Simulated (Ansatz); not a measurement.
`CC1OC[Se]1`. Total charge 0; spin multiplicity 1. All single points use the PBE0-D4/def2-TZVP geometry.

```xyz
11

C    -1.381   -0.697   -0.489
C     0.032   -0.210   -0.523
O     0.721   -0.451    0.695
C     1.344    0.792    0.934
Se    0.324    1.757   -0.451
H    -1.886   -0.456   -1.428
H    -1.928   -0.241    0.337
H    -1.390   -1.784   -0.364
H     0.586   -0.626   -1.371
H     2.414    0.772    0.710
H     1.164    1.146    1.949
```

(1) What is the dipole moment at r2SCAN/def2-TZVPP? (Best estimate.)

(2) And with PBE, B3LYP, ωB97M-V? (Estimate.)

(3) Give the Mulliken charges with r2SCAN, PBE, B3LYP in def2-TZVPP. (Best estimate.)

Results:

(1) Ansatz gave: 0.58 D, with components (-0.04, -0.57, -0.13) D in this frame, pointing from negative to positive charge.

(2) The calculation gave: PBE 0.51 D, B3LYP 0.44 D, ωB97M-V 0.43 D.

(3) Ansatz gave: 
```csv
atom,r2SCAN,PBE,B3LYP
C1,-0.11,-0.22,-0.22
C2,0.15,0.06,0.08
O3,-0.33,-0.25,-0.32
C4,0.05,-0.07,-0.06
Se5,-0.11,-0.08,-0.07
H6,0.04,0.08,0.08
H7,0.05,0.09,0.09
H8,0.06,0.09,0.09
H9,0.06,0.09,0.10
H10,0.07,0.10,0.11
H11,0.08,0.11,0.12
```

B3LYP here is the variant with VWN-RPA as its local correlation; programs differ in this.
